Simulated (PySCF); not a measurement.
Species: sum formula H₇Si₂N₂O, charge -1, multiplicity 1. It need not be the lowest isomer of its formula. Whether it binds its extra electron was not tested at this geometry. SMILES: [SiH2](N)O[SiH-]N
Geometry from a B3LYP-D3(BJ)/def2-TZVP (Ansatz) optimisation:
```xyz
12

N      2.0856    -0.1378    -0.8435
Si     1.4357     0.1766     0.8185
O     -0.1420    -0.6861     0.7902
Si    -1.5243    -0.1320     0.1807
N     -1.4763     0.6184    -1.3994
H      1.4420    -0.0618    -1.6253
H      2.5690    -1.0235    -0.9219
H      0.8178     1.5647     0.4367
H     -2.4930    -1.2616     0.0242
H     -2.1560     0.8926     1.0604
H     -1.2388    -0.0095    -2.1570
H     -0.8302     1.4002    -1.4270
```
Charge -1, spin multiplicity 1.

Dispersion corrections to the total energy (kcal/mol) from the dftd3 and dftd4 libraries through PySCF: D3(BJ) without and D4 with the three-body term, each with the damping fitted for the functional named.

```csv
functional,D3(BJ),D4
TPSS,-8.83,-10.60
CAM-B3LYP,-5.84,___
PW6B95,___,-6.54
B3LYP,-12.27,-12.63
BLYP,-14.89,-17.03
PBE0,-6.14,___
LC-wPBE,-6.86,-8.77
```

Task: Complete the blanks.

Result: 
- CAM-B3LYP, D4: -6.84
- PW6B95, D3(BJ): -3.91
- PBE0, D4: -6.71
